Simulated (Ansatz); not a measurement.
Cost and result up the ladder for the cluster Sn₂H (3 atoms). Charge 0, multiplicity 2. Geometry: r2SCAN-D4/def2-TZVP.

```xyz
3

Sn    0.5003   -1.3547   -0.1324
Sn   -0.8708    0.8207    0.8194
H     0.3705    0.5340   -0.6870
```

Ansatz on 4 threads of Arm Neoverse V1 on a shared host. Times are rough, and most runs start from the orbitals of an earlier one. PBE0-D4/def2-TZVPD serves as the yardstick here, not as an exact answer. Differences are given only for rows in sets of like size (and for xTB, whose basis is part of the method), since another set adds its own error. Binding counts from free atoms at the same level (Sn triplet, H doublet; other spins of the atoms weren't run), without zero-point energy or a counterpoise term.

In the def2 sets Sn takes a core potential, while STO-3G treats all electrons; there is no spin–orbit coupling. HSE06 is defined as in plane-wave codes, on full-range PBE exchange. Correlated methods freeze 8 core orbitals; core or outer-core shells of Sn are correlated, in sets that lack core-valence functions. HOMO above LUMO, or a gap near zero within one spin, warns that the state may not be the lowest or that an electron is smeared out. The structure comes from a short search, and lower isomers may exist.

Correlated methods converge slowly with the basis.

```csv
level,functions,binding energy per atom (eV),difference from PBE0-D4/def2-TZVPD (eV),remarks
HF/STO-3G,55,1.59,–,–
CCSD(T)/def2-TZVPD,121,1.63,-0.07,–
PBE-D4/def2-TZVP,106,1.78,0.08,–
revPBE-D4/def2-TZVP,106,1.71,0.01,–
B97M-V/def2-TZVP,106,1.80,0.10,–
PBE-D4/def2-SVP,57,1.76,–,–
PBE-D4/def2-TZVPD,121,1.79,0.09,–
MP2/def2-TZVP,106,1.56,-0.14,–
PBE0-D4/def2-TZVPD,121,1.70,0.00,–
CCSD(T)/def2-TZVPP,114,1.65,-0.05,–
HSE06-D4/def2-TZVP,106,1.70,0.00,–
r2SCAN-D4/def2-TZVPD,121,1.74,0.03,–
BLYP-D4/def2-TZVP,106,1.78,0.08,gap within one spin near zero
LDA (SPW92)/def2-TZVP,106,2.12,0.42,gap within one spin near zero
```

Problem. Estimate how long each takes.

Solution. PBE-D4/def2-SVP 1.1 s; LDA (SPW92)/def2-TZVP 1.2 s; MP2/def2-TZVP 2.5 s; HSE06-D4/def2-TZVP 2.6 s; revPBE-D4/def2-TZVP 3 s; PBE-D4/def2-TZVP 3.1 s; BLYP-D4/def2-TZVP 3.2 s; HF/STO-3G 3.4 s; PBE-D4/def2-TZVPD 4 s; PBE0-D4/def2-TZVPD 6.5 s; r2SCAN-D4/def2-TZVPD 8.5 s; B97M-V/def2-TZVP 14 s; CCSD(T)/def2-TZVPP 14 s; CCSD(T)/def2-TZVPD 17 s. On shared hardware such times vary by a factor of up to 3.
